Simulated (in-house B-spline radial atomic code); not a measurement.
Radial electron density of the rhodium ion Rh⁴⁺, [Kr] 4d5. Method: scalar-relativistic (X2C) PBEsol, spin-polarised, spherical fractional occupations, Fermi nucleus of rms radius 4.4945 fm. Calculated with an all-electron radial atomic-structure program (B-spline basis).

One-electron X2C: radii and densities carry no picture-change correction, so inner-shell <1/r> comes out high (for 1s by about 2 % at Z = 33, 5 % at 54, 10 % at 75, 30 % at 118) and <r> low.

Columns: r (bohr), 4πr²n(r) (electrons per bohr), bar.

```
0.000975    1.435 #
 0.00119    1.992 #
 0.00144    2.716 ##
 0.00176    3.748 ##
 0.00214    5.102 ###
  0.0026    6.891 ####
 0.00317    9.282 ######
 0.00386    12.35 ########
  0.0047    16.23 ##########
 0.00572       21 #############
 0.00696    26.67 ################
 0.00847    33.11 ####################
  0.0103    39.98 #########################
  0.0125    46.66 #############################
  0.0153    52.64 #################################
  0.0186    56.48 ###################################
  0.0226    57.66 ####################################
  0.0275    56.01 ###################################
  0.0335    52.46 ################################
  0.0408    49.24 ##############################
  0.0496    49.18 ##############################
  0.0604    54.03 #################################
  0.0735     62.6 #######################################
  0.0895    70.23 ###########################################
   0.109    71.15 ############################################
   0.133    63.29 #######################################
   0.161    52.41 ################################
   0.196    46.62 #############################
   0.239    50.18 ###############################
   0.291    56.12 ###################################
   0.354    53.46 #################################
   0.431    39.73 #########################
   0.524    23.92 ###############
   0.638     15.4 ##########
   0.777    14.65 #########
   0.946     15.1 #########
    1.15    12.48 ########
     1.4    7.806 #####
     1.7    3.774 ##
    2.07     1.39 #
    2.53   0.3768 
    3.07   0.0773 
    3.74 0.009955 
    4.55 0.0007318
```

On this grid the curve has 4 maxima, near 0.0226, 0.109, 0.291, 0.946 bohr.

The 4d up radial function P(r) = rR(r), positive near the nucleus:

| r (bohr) | P |
| --- | --- |
| 0.0125 | 0.001508 |
| 0.0186 | 0.00441 |
| 0.0275 | 0.01224 |
| 0.0408 | 0.03251 |
| 0.0604 | 0.07935 |
| 0.0895 | 0.173 |
| 0.133 | 0.3204 |
| 0.196 | 0.4599 |
| 0.291 | 0.4392 |
| 0.431 | 0.09608 |
| 0.638 | -0.4863 |
| 0.946 | -0.9153 |
| 1.4 | -0.8529 |
| 2.07 | -0.4527 |
| 3.07 | -0.1204 |
| 4.55 | -0.01206 |
